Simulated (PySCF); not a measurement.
Species: C3H6O2Si, charge 0, multiplicity 1. SMILES: O=CCC(=O)[SiH3]
Structure (B3LYP-D3(BJ)/def2-TZVP (Ansatz) minimum search):
```
C
O 1 1.2111
C 1 1.5262 2 119.52
H 3 1.0931 1 110.08 2 7.91
H 3 1.0994 4 106.78 1 117.21
C 3 1.5059 4 110.74 5 115.79
O 6 1.2051 3 124.03 4 142.42
H 6 1.1079 7 120.57 3 -179.72
Si 1 1.9388 2 119.13 3 179.84
H 9 1.4755 1 108.69 2 -81.36
H 9 1.4786 10 111.40 1 123.12
H 9 1.4804 10 109.90 11 121.99
```
Charge 0, spin multiplicity 1.

Dispersion corrections to the total energy (kcal/mol) from the dftd3 and dftd4 libraries through PySCF: D3(BJ) without and D4 with the three-body term, each with the damping fitted for the functional named.

```csv
functional,D3(BJ),D4
CAM-B3LYP,-5.21,-5.40
HF,-47.61,-22.19
B3LYP,-11.36,-10.13
revPBE,-16.19,(withheld)
B2PLYP,-5.33,-4.43
B2GP-PLYP,(withheld),-2.68
PBE,(withheld),-6.31
```

Q: Fill in the missing entries.

A: 
- revPBE, D4: -19.67
- B2GP-PLYP, D3(BJ): -4.26
- PBE, D3(BJ): -6.49
